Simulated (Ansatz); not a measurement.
CH8AlFSi2 can be A, `F[CH]([SiH3])[AlH][SiH3]`, or B, `F[SiH]([SiH3])[CH2][AlH2]`.

Program: Ansatz. Geometries: PBE0-D4/def2-TZVP. ΔE: electronic, gas phase. CBS: MP2 limit from def2 TZ/QZ plus the TZ coupled-cluster correction, frozen cores. Functionals use def2-TZVPP. B3LYP here is the variant with VWN-RPA as its local correlation; programs differ in this. One conformer a species, not always the lowest.

Problem. Which isomer does CCSD(T)/CBS put lower? Give the gap. (Estimate.)

Solution. Computed: B, by 64.8 kcal/mol.

Problem. Give E(B) − E(A) in kcal/mol with B3LYP-D4, MP2/def2-TZVPP, r2SCAN-D4, PBE-D4, B2PLYP, CCSD/def2-TZVPP, HF/def2-TZVPP. (Best estimate.)

Solution. Ansatz gave: B3LYP-D4 -61.2, MP2/def2-TZVPP -67.4, r2SCAN-D4 -64.3, PBE-D4 -60.5, B2PLYP -62.6, CCSD/def2-TZVPP -63.3, HF/def2-TZVPP -60.6. None reverses the order clearly.

Largest T1 diagnostic: 0.013.

From PBE to PBE0 (25 % exact exchange), in def2-TZVPP and without D4, E(B) − E(A) moves by −2.4 kcal/mol. In def2-TZVPP, CCSD(T) changes the Hartree–Fock value by −2.9 kcal/mol (the triples alone add −0.3 kcal/mol) and MP2 by −6.8 kcal/mol.
